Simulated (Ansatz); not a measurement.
Reaction (redistribution): `O[SiH2][AlH][F]` + `O[SiH2][SiH2]Cl` → `O[SiH2][AlH][Cl]` + `O[SiH2][SiH2]F`

Isolated molecules relaxed with PBE0-D4/def2-TZVP in Ansatz; ΔE leaves out vibrations. CBS: MP2 limit from def2 TZ/QZ plus the TZ coupled-cluster correction, frozen cores. This one scheme is used for every species. One conformer a species, not always the lowest.

```tsv
species	HF/CBS(def2) energy (Eh)
`O[SiH2][AlH][F]`	-707.72142
`O[SiH2][SiH2]Cl`	-1115.34298
`O[SiH2][AlH][Cl]`	-1067.75565
`O[SiH2][SiH2]F`	-755.31658
```

Q: Work out ΔE.

A: ΔE = (-1067.75565) + (-755.31658) − (-707.72142) − (-1115.34298) = -0.00783 Eh = -20.6 kJ/mol. CCSD(T)/CBS gives -8.1 kJ/mol.

Largest T1 diagnostic among the species: 0.013.

From PBE to PBE0 (25 % exact exchange), in def2-TZVPP and without D4, ΔE moves by −4.0 kJ/mol. In def2-TZVPP, CCSD(T) changes the Hartree–Fock value by +11.9 kJ/mol (the triples alone add +1.7 kJ/mol) and MP2 by +13.9 kJ/mol.
